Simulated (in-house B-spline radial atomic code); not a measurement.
Radial electron density of Eu VI (Eu5+), [Kr] 4d10 (4f5/2)2 (4f7/2)2 5s2 (5p1/2)2 (5p3/2)3 (6g9/2)1. Level of theory: Dirac-Hartree-Fock, average of the jj configuration, Fermi nucleus of rms radius 5.1115 fm; calculated with a B-spline radial code for spherical atoms.

Columns: r (bohr), 4πr²n(r) (electrons per bohr), bar.

```
0.000829    2.861 #
 0.00105    4.238 ##
 0.00134    6.304 ###
  0.0017    9.196 ####
 0.00217    13.37 #####
 0.00275    18.94 ########
  0.0035    26.44 ###########
 0.00445    35.95 ##############
 0.00565    47.25 ###################
 0.00719     59.8 ########################
 0.00914     71.9 #############################
  0.0116    81.29 #################################
  0.0148    85.75 ##################################
  0.0188     84.1 ##################################
  0.0239    78.68 ################################
  0.0303     75.5 ##############################
  0.0386    81.17 #################################
   0.049     95.9 #######################################
  0.0623    109.4 ############################################
  0.0792    107.7 ###########################################
   0.101    91.71 #####################################
   0.128    83.14 #################################
   0.163    92.74 #####################################
   0.207    96.44 #######################################
   0.263     71.7 #############################
   0.334    43.26 #################
   0.425    41.31 #################
    0.54     46.6 ###################
   0.687    34.97 ##############
   0.873    19.06 ########
    1.11    11.72 #####
    1.41    7.908 ###
    1.79    3.692 #
    2.28   0.9708 
     2.9   0.2157 
    3.69  0.09126 
    4.68 0.004026 
    5.96  0.07798 
    7.57   0.2059 
    9.62   0.1118 
    12.2  0.01571 
    15.6 0.0004147 
    19.8 1.842e-06 
    25.1 7.677e-10
```

On this grid the curve has 5 maxima, near 0.0148, 0.0623, 0.207, 0.54, 7.57 bohr.

The 5p3/2 radial function P(r) = rR(r), positive near the nucleus, with its small component Q(r) (sign convention: Q ≈ (P' + κP/r)/2c):

```tsv
r (bohr)	P	Q
0.00134	0.001158	-0.0001352
0.00217	0.002881	-0.0003369
0.0035	0.007002	-0.0008208
0.00565	0.0166	-0.001954
0.00914	0.03784	-0.004489
0.0148	0.08042	-0.009686
0.0239	0.1509	-0.01878
0.0386	0.2282	-0.03079
0.0623	0.218	-0.03769
0.101	-0.0176	-0.02458
0.163	-0.3319	0.007405
0.263	-0.1193	0.02041
0.425	0.4953	-0.002885
0.687	0.09569	-0.01243
1.11	-0.8932	0.002068
1.79	-0.7493	0.005867
2.9	-0.1439	0.0013
4.68	-0.004029	3.821e-05
```
